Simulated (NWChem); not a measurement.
# ZnSiH₄O; SMILES [SiH3][Zn][OH]

```xyz
7

Zn     0.4512    -0.4710     0.0004
O      0.7110    -2.2306     0.0005
H     -0.0694    -2.7922     0.0015
Si     0.2756     1.8690     0.0011
H     -1.1273     2.3083    -0.2892
H      1.1595     2.4913    -1.0357
H      0.6588     2.4541     1.3256
```
Atoms are numbered in this order, from 1.

Program: NWChem. Pople sets run with spherical d functions. Structure relaxed at the PBE0/def2-SVP level. Vzz is the largest principal value of the second derivative of the potential at the nucleus (NWChem prints the opposite sign); η is the asymmetry. Non-relativistic.

For level PBE0/6-31G*:

| Quantity | Value |
|---|---|
| Vzz Zn1 (a.u.) | -1.485 |

Problem. Estimate the same quantities for level PBE0/def2-TZVP.

Solution. 
| Property | Result |
|---|---|
| Vzz Zn1 (a.u.) | -2.533 |
